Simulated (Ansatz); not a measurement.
Basis-set extrapolation for `F[SiH]1[CH2][AlH]1` (PBE0-D4/def2-TZVP geometry, frozen core, Ansatz). Multiplicity 1, RHF reference.

```tsv
	def2-TZVPP	def2-QZVPP
HF	-670.563264	-670.585916
MP2 correlation	-0.613742	-0.663851
CCSD(T) correlation	-0.671549	not run
```

Energies in hartree. Use E(X) = E(∞) + A·exp(−7.88·√X) for Hartree–Fock and E(X) = E(∞) + B·X^(−2.97) for correlation, with X = 3 and 4, and add CCSD(T) minus MP2 of the smaller set to the MP2 limit.

Q: What is the CCSD(T) energy at the basis-set limit?

A: HF limit: -670.585916 + (-0.022652) × 0.13774 = -670.58904. MP2 limit: -0.663851 + (-0.050109) × 0.74074 = -0.70097. Higher-order term: -0.671549 − (-0.613742) = -0.05781. Total: -671.34782 hartree, 296.7 kJ/mol below CCSD(T)/def2-TZVPP.
